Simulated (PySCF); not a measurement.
**Predicted spectroscopic data**

- shielding tensors at PBE0/pcSseg-1 (GIAO)
- GFN2-xTB geometry
- run in PySCF
- gas phase, a single conformation, fast rotation and ring inversion assumed for equivalent nuclei, no relativistic terms

Shifts are taken against calculated references (same method and geometry level): 1H, 13C against TMS. Where no couplings were computed, multiplicities follow the n + 1 count of equivalent neighbours, and m marks all less simple cases (inequivalent or close neighbours, rings, F or P nearby). Shifts are as computed. Against solution values, carbons near 30 ppm lie about +3 ppm off and those near 130 ppm about +5 ppm. Of 1211 compounds with measured shifts, 218 miss one by over three times the rms of a fit or turn the order of signals round; such compounds aren't used in these exercises.

Compound 1 (C8H14OSi). 1H NMR (400 MHz, computed): δ 4.28 (s, 3H), 2.26 (s, 3H), 1.44 (m, 1H), 1.39 (m, 1H), 1.31 (m, 1H), 0.81 (m, 1H), 0.57 (m, 1H), 0.16 (m, 1H), -0.05 (m, 1H), -0.29 (m, 1H). 13C{1H} NMR (computed): δ 218.8 (C), 32.8 (CH2), 31.1 (CH), 30.0 (CH3), 22.8 (C), 17.5 (CH), 7.1 (CH2), 1.3 (CH2). Structure: SMILES C(C)(=O)[C@@H]1C[C@@]1([SiH3])C1CC1.

Compound 2 (C8H11N). 1H NMR (400 MHz, computed): δ 8.18 (d, 1H), 7.64 (d, 1H), 6.53 (m, 1H), 6.24 (d, 1H), 2.81 (m, 1H), 2.43 (m, 1H), 2.13 (m, 1H), 1.66 (m, 1H), 1.54 (m, 1H), 1.28 (m, 1H), 1.19 (m, 1H). 13C{1H} NMR (computed): δ 157.2, 146.2, 146.0, 81.8, 63.4, 46.4, 36.2, 30.3. Structure: `C=N[C@@]12C=C[C@@H](CC1)C2`.
